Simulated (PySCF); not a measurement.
Isomers of C6H11PS, one conformer each; single-point electronic energies without zero-point terms and without any empirical dispersion term.

All values: PBE0/pcSseg-1 (PySCF, non-relativistic), each on one gas-phase PBE0-D3(BJ)/def2-SVP geometry that isn't relaxed in the solvent. The solvent is an IEF-PCM continuum (van der Waals radii × 1.2). Specific hydrogen bonds and non-electrostatic terms are outside this model.

```tsv
isomer	relative energy, gas (kJ/mol)	dipole (D)
`C1[P@]2(C[C@H](CC2)C1)=S`	0.0	5.16
`S=[P@@]1(CC(=CC1)C)C`	34.1	5.09
```

Q: How do the relative energies look in benzene (ε = 2.271)?

A: 
```csv
isomer,"relative energy, solvent (kJ/mol)",E(solvent) − E(gas) (kJ/mol),dipole in solvent (D)
`C1[P@]2(C[C@H](CC2)C1)=S`,0.0,-16.1,6.15
`S=[P@@]1(CC(=CC1)C)C`,33.3,-16.9,6.00
```

The order is unchanged. Conformers: `[CH3:1][C:2]1=[CH:3][CH2:4][P@:5]([CH3:6])(=[S:7])[CH2:8]1` with C2–C3–C4–P5 -16°, C3–C4–P5–C6 -84°, C4–P5–C8–C2 -21°, C1–C2–C8–P5 -165°. `S=[P@@]1(CC(=CC1)C)C` gains most from the continuum, while `C1[P@]2(C[C@H](CC2)C1)=S` has the largest gas-phase dipole. The gains span 0.8 kJ/mol, the gas-phase energies 34.1 kJ/mol.
